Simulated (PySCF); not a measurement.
Identify the unknown among the candidates.

All candidates are C7H15B.

| technique | computed result |
| --- | --- |
| 13C NMR | chemical shifts (computed TMS as zero) by class: 51.0 (1 C), 44.5 (1 C), 43.3 (1 C), 40.1 (1 C), 31.4 (1 C), 22.1 (1 C), 15.3 (1 C) ppm [GIAO PBE0/pcSseg-1] |
| 1H NMR | chemical shifts (computed TMS as zero) by class: 7.91 (1 H), 2.29 (1 H), 2.13 (1 H), 1.80 (1 H), 1.14 (3 H), 1.12 (1 H), 1.05 (3 H), 0.81 (1 H), 0.73 (1 H), 0.39 (1 H), 0.17 (1 H) ppm [GIAO PBE0/pcSseg-1] |
| Valence photoelectron | vertical ionisation energy: 10.29 eV [ΔSCF wB97X-D/def2-SVPD] |
| XPS | B1s 195.5, C1s 289.7, C1s 289.7, C1s 290.1, C1s 290.2, C1s 290.2, C1s 290.3, C1s 290.4 eV [ΔSCF SCAN, pcX-2 on the ionised atom, pcseg-1 elsewhere, spin-free X2C] |
| Rotational structure | rotational constants A, B, C: 2.826, 1.603, 1.097 GHz [PBE0-D3(BJ)/def2-SVP] |
| NMR, other nuclei | isotropic shieldings of nuclei other than C and H, by class: 9 (1 B) ppm [GIAO PBE0/pcSseg-1] |
| Dipole | 0.41 D [wB97X-D/def2-SVPD] |

The electronic properties come from PySCF, for the isolated species, density fitting. Levels stand in brackets. One conformer (not necessarily the lowest) at the PBE0-D3(BJ)/def2-SVP geometry, without solvent, vibrations or thermal averaging. NMR values are class means; diastereotopic atoms form classes of their own.

Problem. Which candidate is it?
A. `CC[C@@H]1CBC[C@H]1C`
B. `C=CCB(C)CCC`
C. `BC(C)(C)CCC=C`

Solution. A. It is `CC[C@@H]1CBC[C@H]1C`. Numbering: `[CH3:1][CH2:2][C@@H:3]1[CH2:4][BH:5][CH2:6][C@H:7]1[CH3:8]`. 7 carbons fall into 7 classes; from least to most shielded: sp3 CH carbon [C3] (51.0 ppm), ring sp3 carbon bound to boron [C6] (44.5 ppm), sp3 CH carbon [C7] (43.3 ppm), ring sp3 carbon bound to boron [C4] (40.1 ppm), chain CH2 carbon [C2] (31.4 ppm), methyl carbon [C8] (22.1 ppm), methyl carbon [C1] (15.3 ppm). Hydrogen classes from least to most shielded: 1 H on a three-coordinate boron, B5 (7.91 ppm), 1 H on an sp3 carbon bound to boron, C4 (2.29 ppm), 1 H on an sp3 carbon bound to boron, C6 (2.13 ppm), 1 H on a chain CH2 carbon, C2 (1.80 ppm), 3 H on a methyl carbon, C8 (1.14 ppm, a mean of values up to 0.9 ppm apart in this geometry), 1 H on an sp3 CH carbon, C7 (1.12 ppm), 3 H on a methyl carbon, C1 (1.05 ppm), 1 H on an sp3 CH carbon, C3 (0.81 ppm), 1 H on a chain CH2 carbon, C2 (0.73 ppm), 1 H on an sp3 carbon bound to boron, C6 (0.39 ppm), 1 H on an sp3 carbon bound to boron, C4 (0.17 ppm). The other shieldings belong to: 9 ppm, three-coordinate boron [B5]. The core levels belong to: B1s 195.5 eV, three-coordinate boron [B5]; C1s 289.7 eV, sp3 carbon bound to boron [C4]; C1s 289.7 eV, sp3 carbon bound to boron [C6]; C1s 290.1 eV, sp3 CH carbon [C3]; C1s 290.2 eV, sp3 CH carbon [C7]; C1s 290.2 eV, chain CH2 carbon [C2]; C1s 290.3 eV, methyl carbon [C8]; C1s 290.4 eV, methyl carbon [C1]. The first electron is taken from the HOMO, whose largest Löwdin shares are 0.23 on the three-coordinate boron, 0.21 on an sp3 carbon bound to boron, 0.20 on an sp3 carbon bound to boron and 0.07 on the chain CH2 carbon. The optimised geometry has point group C1 and is an asymmetric top.

The others, at the same levels:
- `C=CCB(C)CCC` fails: its computed 13C shifts are 147.3 (1 C), 120.4 (1 C), 41.9 (1 C), 34.9 (1 C), 21.4 (1 C), 19.0 (1 C), 12.3 (1 C) ppm, 1H shifts are 6.09 (1 H), 5.21 (1 H), 5.08 (1 H), 2.22 (2 H), 1.30 (2 H), 1.20 (2 H), 0.99 (3 H), 0.87 (3 H) ppm and vertical ionisation energy is 9.06 eV (against 10.29 eV).
- `BC(C)(C)CCC=C` fails: it has 6 carbon classes against 7; its computed 13C shifts are 149.3 (1 C), 121.9 (1 C), 47.0 (1 C), 39.0 (1 C), 37.5 (1 C), 20.3 (2 C) ppm, 1H shifts are 7.15 (2 H), 6.09 (1 H), 5.33 (1 H), 5.21 (1 H), 1.94 (2 H), 1.35 (2 H), 0.91 (6 H) ppm and vertical ionisation energy is 9.51 eV (against 10.29 eV).

Each candidate is one conformer, not necessarily the lowest. Dipoles, sizes and rotational constants follow the conformer. The torsions of the flexible species, by atom-mapped SMILES:
- `[CH2:1]=[CH:2][CH2:3][B:4]([CH3:5])[CH2:6][CH2:7][CH3:8]`: C1–C2–C3–B4 -107°, C2–C3–B4–C5 -174°, C3–B4–C6–C7 177°, B4–C6–C7–C8 179°
- `[BH2:1][C:2]([CH3:3])([CH3:4])[CH2:5][CH2:6][CH:7]=[CH2:8]`: B1–C2–C5–C6 66°, C2–C5–C6–C7 -175°, C5–C6–C7–C8 -119°

The conformers of `CC[C@@H]1CBC[C@H]1C` aren't listed.
